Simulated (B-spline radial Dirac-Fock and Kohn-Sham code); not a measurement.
## Binding energies of Cl²⁺ at several levels of theory

System: the Cl²⁺ ion, configuration [Ne] 3s2 3p3.

The density-functional columns are spherical, spin-unpolarised Dirac-Kohn-Sham results without Breit or QED terms: −ε is minus the orbital energy of the initial state and ΔSCF the difference of two total energies. The reference in the last column comes from Dirac-Fock ΔSCF + Breit + QED. All numbers are from a radial finite-basis atomic code, in eV; a selection of levels is shown.

```
level  LDA −ε  LDA ΔSCF  PBE −ε  PBE ΔSCF  Dirac-Fock
    K  2770.3    2868.9  2779.7    2878.6      2863.3
   L1   279.5     299.1   280.6     300.1       311.4
   L3   219.0     240.4   219.0     240.5       238.9
   M1   44.87     52.05   44.91     52.09       51.66
 M2,3   31.77     38.40   31.68     38.31       37.28
```

Problem. Order the estimates of the K (1s) level by their distance from the Dirac-Fock value, nearest first.
A. PBE −ε
B. LDA ΔSCF
C. LDA −ε
D. PBE ΔSCF

Solution. B (5.6 eV), D (15.3 eV), A (83.6 eV), C (93.0 eV).

For the outermost level NIST gives 39.8 ± 0.11 eV (semi-empirical); the differences from it are LDA −ε -8.03, LDA ΔSCF -1.40, PBE −ε -8.12, PBE ΔSCF -1.49, Dirac-Fock -2.52 eV. The computed values are configuration averages and the table refers to the lowest terms.
